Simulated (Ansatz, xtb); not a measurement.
## Relative energy of two isomers of C3H11BSSi

Structure a: `C[SiH2]CBSC`, a singlet. Structure b: `CCSBC[SiH3]`, a singlet. Both are isolated molecules in the gas phase, relaxed with PBE-D3(BJ)/def2-SVP; each stands in its lowest conformer found.

Q: Which of the two would you expect CCSD(T)/def2-SVP + ΔMP2/def2-TZVPP electronic energies to favour?

A: Structure a; the calculation gives E(b) − E(a) = +37.7 kJ/mol.

How the difference moves with the method:

```csv
level,geometry,E(b) − E(a) (kJ/mol),departure from the last row (kJ/mol),"job, with rough time for the two"
GFN2-xTB,GFN2-xTB,−24.3,−62.1,"optimisation, 0.73 s"
HF/STO-3G,GFN2-xTB,+43.1,+5.4,"single point, 0.44 s"
r2SCAN-D4/def2-SVP,GFN2-xTB,+35.8,−2.0,"single point, 4.7 s"
PBE-D3(BJ)/def2-SVP,PBE-D3(BJ)/def2-SVP,+33.9,−3.9,"optimisation, 33 s"
HF/def2-SVP,PBE-D3(BJ)/def2-SVP,+30.9,−6.8,part of the CCSD(T) run
MP2/def2-SVP,PBE-D3(BJ)/def2-SVP,+28.1,−9.7,part of the CCSD(T) run
CCSD(T)/def2-SVP,PBE-D3(BJ)/def2-SVP,+25.7,−12.1,single point
CCSD(T)/def2-SVP + ΔMP2/def2-TZVPP,PBE-D3(BJ)/def2-SVP,+37.7,,"single point, 77 s"
```

As drawn, b has 1 C–C, 1 Si–H in place of 1 C–Si, 1 C–H.

GFN2-xTB puts the two in the other order. The largest departure from CCSD(T)/def2-SVP + ΔMP2/def2-TZVPP is that of GFN2-xTB, 62.1 kJ/mol. The last row adds to CCSD(T) the change of the MP2 difference between the two basis sets, here +12.1 kJ/mol.

With thermal terms from frequencies at re-optimised GFN2-xTB minima (ideal gas, soft modes damped towards free rotors, one conformer each, 298.15 K, 1 atm): on the last row, ΔE + ΔZPE = +35.5, ΔH = +34.6, ΔG = +36.2 kJ/mol.

The correlated steps freeze 14 core orbitals. Run with Ansatz 0.2.0, xtb 6.7.1; the last row on 4 threads of Arm Neoverse V1 on a shared host.
